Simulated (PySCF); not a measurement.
SnOF2, SMILES [O]=[Sn]([F])[F]. The structure is a stationary point at B3LYP-D3(BJ)/def2-SVP. The def2 effective core potentials stand for the cores of Sn; spin–orbit coupling is left out.

All values below come from B3LYP-D3(BJ)/def2-SVP run with PySCF 2.14.0.

Harmonic wavenumbers (cm⁻¹): 145, 148, 192, 634, 643, 809. Rotational constants (GHz): 6.341, 4.437, 2.610; symmetry number 2.

Work out the zero-point energy and the ideal-gas rigid-rotor harmonic-oscillator thermochemistry at 298.15 K and 1 atm.

ZPE = ½ Σ hcν = ½ × 2571 cm⁻¹ = 3.68 kcal/mol. H − E(el) = 7.44 kcal/mol. Entropy in cal/(mol K): translation 41.35, rotation 24.51, vibration 8.63, total 74.48. G − E(el) = -14.76 kcal/mol. Cp = 16.15 cal/(mol K). Modes under 150 cm⁻¹ make the vibrational entropy uncertain.
